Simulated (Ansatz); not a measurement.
Start from `[GeH3][CH]1[CH2][GaH]1` and change one atom or group to get `[SiH3][CH]1[CH2][GaH]1`.

Ansatz, PBE0-D4/def2-TZVP geometries, multiplicity 1. 

Scalar relativity is left out up to krypton.

| property | `[GeH3][CH]1[CH2][GaH]1` |
| --- | --- |
| HOMO energy (PBE0/def2-TZVPP) / eV | -5.85 |
| HOMO energy (PBE/def2-TZVPP) / eV | -5.06 |
| HOMO–LUMO gap (B3LYP/def2-TZVPP) / eV | 4.49 |
| size of the dipole moment (PBE/def2-TZVPP) / D | 1.15 |
| LUMO energy (B3LYP/def2-TZVPP) / eV | -1.23 |
| HOMO–LUMO gap (PBE/def2-TZVPP) / eV | 3.21 |

Question: What does the change do to each property? (Best estimate.)

Answer: Ansatz gave: 
```tsv
property	`[SiH3][CH]1[CH2][GaH]1`	shift
HOMO energy (PBE0/def2-TZVPP) / eV	-6.01	-0.16
HOMO energy (PBE/def2-TZVPP) / eV	-5.22	-0.16
HOMO–LUMO gap (B3LYP/def2-TZVPP) / eV	4.59	0.10
size of the dipole moment (PBE/def2-TZVPP) / D	1.02	-0.13
LUMO energy (B3LYP/def2-TZVPP) / eV	-1.29	-0.06
HOMO–LUMO gap (PBE/def2-TZVPP) / eV	3.31	0.10
```

With PBE0 the HOMO falls by 0.16 eV and the LUMO falls by 0.05 eV, so the gap widens by about 0.11 eV. PBE moves the HOMO by -0.16 eV and ωB97M-V by -0.16 eV. Dipoles are sizes alone; their direction can turn.

B3LYP here is the variant with VWN-RPA as its local correlation; programs differ in this.
